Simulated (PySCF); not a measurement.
Molecule: `S[SiH2]C(Cl)(Cl)Cl`, CH3Cl3SSi.

Numbering as in the mapped SMILES `[SH:1][SiH2:2][C:3]([Cl:4])([Cl:5])[Cl:6]`; H(Xn) means a hydrogen on atom n.

Geometry PBE0-D3(BJ)/def2-SVP throughout; GIAO in PySCF 2.14.0 with density-fitted response routines, gas phase, one conformer, non-relativistic; equivalent atoms averaged; basis pcSseg-2.

For orientation, PBE0 gives these absolute shieldings σ: S1 718.1, Si2 355.7, C3 70.6, Cl4/Cl5/Cl6 541.2, H(Si2) 26.36, H(S1) 30.06 ppm.

A run gave: S1 664.7, Si2 343.5, C3 43.5, Cl4/Cl5/Cl6 497.6, H(Si2) 27.29, H(S1) 30.90 ppm (absolute shieldings σ).

Which functional was used in that run?
A. wB97X-D
B. CAM-B3LYP
C. BHandHLYP
D. B97-2
E. WP04

Results:

E. C3 tells them apart best: WP04 gives 43.5, B97-2 gives 69.4, BHandHLYP gives 76.6, wB97X-D gives 73.6, CAM-B3LYP gives 71.0 ppm.
